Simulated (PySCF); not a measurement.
Fractional electron number in Ta²⁺ (tantalum, charge +2)

The 5d alpha orbital of [Xe] 4f14 5d3 is emptied in steps (occupation f), with all orbitals relaxed, ending at [Xe] 4f14 5d2. All numbers are calculated (PySCF 2.14, scalar relativity through the core potential, in def2-SVP with the def2 core potential (60 electrons)). The exact energy is a straight line in f; departures are measured from the line between the end points of the same method.

```tsv
f	UHF (eV)	LDA (eV)	PBE (eV)
1	0.000	0.000	0.000
0.8	0.080	-0.858	-0.840
0.6	0.117	-1.294	-1.264
0.4	0.114	-1.298	-1.267
0.2	0.074	-0.868	-0.847
0	0.000	0.000	0.000
```

```csv
method,E(f=0) − E(f=1) (eV),−ε at f=1 (eV),−ε at f=0.4 (eV)
UHF,23.492,24.010,23.381
LDA,24.587,19.258,25.650
PBE,24.546,19.323,25.588
```

Orbital energy along the path (eV):

```json
{"f": "1", "UHF": "-24.010", "LDA": "-19.258", "PBE": "-19.323"}
{"f": "0.8", "UHF": "-23.781", "LDA": "-21.345", "PBE": "-21.380"}
{"f": "0.6", "UHF": "-23.572", "LDA": "-23.480", "PBE": "-23.473"}
{"f": "0.4", "UHF": "-23.381", "LDA": "-25.650", "PBE": "-25.588"}
{"f": "0.2", "UHF": "-23.205", "LDA": "-27.835", "PBE": "-27.713"}
{"f": "0", "UHF": "-23.043", "LDA": "-30.008", "PBE": "-29.847"}
```

Reference removal energy between the ground levels: 23.1 ± 1.6 eV (theoretical estimate listed by NIST; NIST Atomic Spectra Database, ionization energies). The calculation has no spin-orbit coupling. The determinant left behind need not be the lowest term of the ion. UHF lacks correlation.
